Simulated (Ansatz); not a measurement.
Consider the formal hydrolysis of a Ge–Cl bond: `C[Se][GeH2][Cl]` + H₂O → `C[Se][GeH2][OH]` + HCl.

Gas-phase electronic energies from Ansatz, PBE0-D4/def2-TZVP geometries. CBS: MP2 limit from def2 TZ/QZ plus the TZ coupled-cluster correction, frozen cores. This one scheme is used for every species. DFT in def2-TZVPP. For Ge, Se outer-core shells are correlated without core-valence functions, which leaves a few kJ/mol of doubt a bond. Scalar relativity is left out up to krypton. Each species was taken in one conformer, which may not be the lowest.

(1) Is it downhill or uphill in electronic energy at CCSD(T)/CBS, and by how much? (Best estimate.)

(2) What do these levels give: r2SCAN-D4, B2PLYP, HF/def2-TZVPP, MP2/def2-TZVPP, MP2/def2-QZVPP, MP2/CBS(def2)? (Best estimate.)

Largest T1 diagnostic among the species: 0.011.

## Answers

(1) The calculation gave: Uphill: ΔE = +48.0 kJ/mol.

(2) Computed: r2SCAN-D4 45.5, B2PLYP 43.1, HF/def2-TZVPP 46.4, MP2/def2-TZVPP 45.2, MP2/def2-QZVPP 48.8, MP2/CBS(def2) 51.4 kJ/mol.

The D4 term adds +3.2 kJ/mol with B3LYP and +1.7 kJ/mol with PBE0; it sums over pairs of atoms, weighted by their polarisabilities, and B3LYP, whose exchange is more repulsive, gets the larger term. From PBE to PBE0 (25 % exact exchange), in def2-TZVPP and without D4, ΔE moves by +3.3 kJ/mol.

B3LYP here is the variant with VWN-RPA as its local correlation; programs differ in this.
